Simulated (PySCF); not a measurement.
Vertical excitations of a molecule C₄H₃Cl₂F from TDA-PBE/def2-SVPD (PySCF), as energy in eV (oscillator strength): 4.84 (0.606), 5.07 (0.000), 5.37 (0.000), 5.39 (0.000), 5.49 (0.227), 5.73 (0.000), 5.89 (0.002), 6.31 (0.000), 6.86 (0.004), 6.90 (0.000). Lowest triplet (TDA): 2.69 eV. Geometry optimised at PBE0-D3(BJ)/def2-SVP. One conformer was computed; it need not be the lowest.

### Question
Which molecule gave these data?
(A) C=C(Cl)/C(F)=C\Cl
(B) FC(/C=C\Cl)=C/Cl
(C) F[C@@H](Cl)C=C=CCl
(D) CC(F)=C=C(Cl)Cl

### Answer
B, FC(/C=C\Cl)=C/Cl
